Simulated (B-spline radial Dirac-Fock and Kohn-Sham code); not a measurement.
Elastic and transport cross sections of calcium for electrons

Level of theory: relativistic (Dirac) partial waves in the static field of the Dirac-Fock atom with Furness-McCarthy exchange, without polarisation or absorption potentials; a radial finite-basis atomic code. Below a few hundred eV the neglected polarisation potential matters, most of all at small angles. σ_tr1 and σ_tr2 weight the cross section with 1 − P₁ and 1 − P₂ of cos θ; "backward" is the share scattered beyond 90°.

```
energy (eV)  σ (a₀²)  σ_tr1 (a₀²)  σ_tr2 (a₀²)  σ/σ_tr1  backward (%)
        122     27.2         9.46         8.28     2.87            15
        154     24.0         7.67         6.56     3.13            13
        200     20.7         5.91         5.19     3.50            11
        201     20.6         5.88         5.16     3.51            11
        228     19.2         5.14         4.65     3.74            11
        248     18.3         4.69         4.34     3.91            10
        300     16.4         3.77         3.71     4.35           9.1
        384     14.2         2.80         3.02     5.07           7.7
        418     13.5         2.52         2.80     5.36           7.3
        500     12.2         2.01         2.38     6.06           6.4
        501     12.2         2.00         2.38     6.07           6.3
        520     11.9         1.91         2.30     6.23           6.2
        594     11.0         1.60         2.02     6.86           5.5
        775     9.33         1.12         1.54     8.36           4.3
        822     8.99         1.03         1.45     8.74           4.1
       1000        ?            ?            ?        ?             ?
       1050     7.70        0.728         1.11     10.6           3.2
```

Q: Fill in the row for 1 keV.

A: σ = 7.95 a₀², σ_tr1 = 0.781 a₀², σ_tr2 = 1.17 a₀², σ/σ_tr1 = 10.2, backward 3.3 %. The ratio σ/σ_tr1 is roughly the number of elastic collisions that randomise the direction.

Values without a named source are computed, but for edge energies of neutral atoms, which are taken from tables.
